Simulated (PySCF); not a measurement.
# Correlation energy of In⁺ (indium, charge +1)

[Kr] 4d10 5s2, closed-shell 1S. All numbers are calculated (PySCF 2.14, scalar relativity by spin-free X2C-1e, in x2c-TZVPPall (8s6p4d2f, 60 functions)). Frozen: [Kr] 4d10; 2 electrons correlated.

With two correlated electrons CCSD is exact within the correlated space (frozen core and kept virtual orbitals).

```json
{"level": "CCSD", "correlation energy (mhartree)": "-32.31"}
```

Diagnostics: T1 = 0.0050, D1 = 0.0070, largest double amplitude 0.097.

Q: Is a single reference adequate?

A: Mostly. T1 lies below 0.03, but a double amplitude of this size points to a near-degeneracy that CCSD handles and MP2 describes poorly.
